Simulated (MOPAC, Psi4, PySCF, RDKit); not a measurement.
Conformational energy of SMILES [SiH3]CCCl (C₂H₇ClSi), singlet. Scanned: dihedral Si1–C2–C3–Cl4; all other coordinates were relaxed at GFN2-xTB. Points at φ and −φ are mirror images. Heavy atoms are numbered in the order of the SMILES [SiH3]CCCl, hydrogens after them in the order of the atoms that carry them; the mirror image has the same energies with the sign of each dihedral reversed.

Methods: MMFF94 // GFN2-xTB (RDKit); PM7, restricted, heats of formation // GFN2-xTB (MOPAC); RMP2/6-31G* = restricted MP2 (frozen core)/6-31G*, spherical d // GFN2-xTB (PySCF); MP2/cc-pVTZ = Psi4 with DF-MP2 (frozen core)/cc-pVTZ // GFN2-xTB.

Energies relative to the lowest point of each profile, in mEh:

```json
[
 {"φ / °": "-140", "MMFF94": "5.1", "PM7": "5.2", "RMP2/6-31G*": "5.1"},
 {"φ / °": "-120", "MMFF94": "6.6", "PM7": "5.6", "RMP2/6-31G*": "7.4"},
 {"φ / °": "-80", "MMFF94": "1.9", "PM7": "1.7", "RMP2/6-31G*": "3.0"},
 {"φ / °": "-60", "MMFF94": "4.3", "PM7": "0.2", "RMP2/6-31G*": "1.8"},
 {"φ / °": "-40", "MMFF94": "14.0", "PM7": "0.0", "RMP2/6-31G*": "4.4"},
 {"φ / °": "0", "MMFF94": "25.7", "PM7": "0.6", "RMP2/6-31G*": "10.3"},
 {"φ / °": "20", "MMFF94": "22.4", "PM7": "0.4", "RMP2/6-31G*": "8.4"},
 {"φ / °": "40", "MMFF94": "14.0", "PM7": "0.0", "RMP2/6-31G*": "4.4"},
 {"φ / °": "60", "MMFF94": "4.3", "PM7": "0.2", "RMP2/6-31G*": "1.8"},
 {"φ / °": "100", "MMFF94": "4.3", "PM7": "4.1", "RMP2/6-31G*": "6.0"},
 {"φ / °": "120", "MMFF94": "6.6", "PM7": "5.6", "RMP2/6-31G*": "7.4"},
 {"φ / °": "180", "MMFF94": "0.0", "PM7": "2.9", "RMP2/6-31G*": "0.0"}
]
```

**Question.** Predict the corresponding MP2/cc-pVTZ column.

**Answer.** -140: 4.5; -120: 6.6; -80: 2.4; -60: 1.1; -40: 2.7; 0: 7.6; 20: 6.0; 40: 2.7; 60: 1.1; 100: 5.2; 120: 6.6; 180: 0.0 (mEh).

MMFF94 has few fitted parameters for silicon.
